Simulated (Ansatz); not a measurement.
CH$_{8}$B$_{2}$OSi (`OBCB[SiH3]`) at its PBE0-D4/def2-TZVP geometry, where that method's forces vanish. The species carries charge 0 and has multiplicity 1.

```json
{"atom": "O1", "x (Å)": "-1.238", "y (Å)": "-2.030", "z (Å)": "-0.498"}
{"atom": "B2", "x (Å)": "0.070", "y (Å)": "-1.777", "z (Å)": "-0.255"}
{"atom": "C3", "x (Å)": "0.702", "y (Å)": "-0.462", "z (Å)": "-0.846"}
{"atom": "B4", "x (Å)": "0.769", "y (Å)": "0.533", "z (Å)": "0.333"}
{"atom": "Si5", "x (Å)": "-0.484", "y (Å)": "2.094", "z (Å)": "0.579"}
{"atom": "H6", "x (Å)": "-1.545", "y (Å)": "-2.851", "z (Å)": "-0.106"}
{"atom": "H7", "x (Å)": "0.713", "y (Å)": "-2.542", "z (Å)": "0.414"}
{"atom": "H8", "x (Å)": "0.120", "y (Å)": "-0.119", "z (Å)": "-1.704"}
{"atom": "H9", "x (Å)": "1.721", "y (Å)": "-0.754", "z (Å)": "-1.134"}
{"atom": "H10", "x (Å)": "1.581", "y (Å)": "0.342", "z (Å)": "1.198"}
{"atom": "H11", "x (Å)": "-1.238", "y (Å)": "1.947", "z (Å)": "1.859"}
{"atom": "H12", "x (Å)": "-1.474", "y (Å)": "2.261", "z (Å)": "-0.522"}
{"atom": "H13", "x (Å)": "0.304", "y (Å)": "3.358", "z (Å)": "0.682"}
```

Question: For each bond, give half the difference of the two atoms' forces along it (eV/Å; positive pushes the atoms apart) under PBE-D4, r2SCAN-D4, B3LYP-D4, ωB97M-V in def2-TZVPP. (Best estimate.)

Answer: Ansatz gave: 
```tsv
bond	length (Å)	PBE-D4	r2SCAN-D4	B3LYP-D4	ωB97M-V
O1–B2	1.354	0.33	0.19	0.14	0.19
O1–H6	0.960	0.38	0.00	-0.02	-0.09
B2–C3	1.574	-0.01	0.01	0.02	0.04
B2–H7	1.202	-0.07	-0.10	-0.16	-0.18
C3–B4	1.545	-0.03	0.04	0.08	0.08
C3–H8	1.091	0.10	-0.02	-0.03	-0.06
C3–H9	1.098	0.13	-0.02	-0.05	-0.07
B4–Si5	2.017	-0.11	-0.01	0.05	0.06
B4–H10	1.202	0.08	-0.03	-0.13	-0.13
Si5–H11	1.493	0.11	-0.01	-0.06	-0.12
Si5–H12	1.490	0.09	-0.02	-0.06	-0.09
Si5–H13	1.493	0.12	0.00	-0.06	-0.11
```

B3LYP here is the variant with VWN-RPA as its local correlation; programs differ in this.
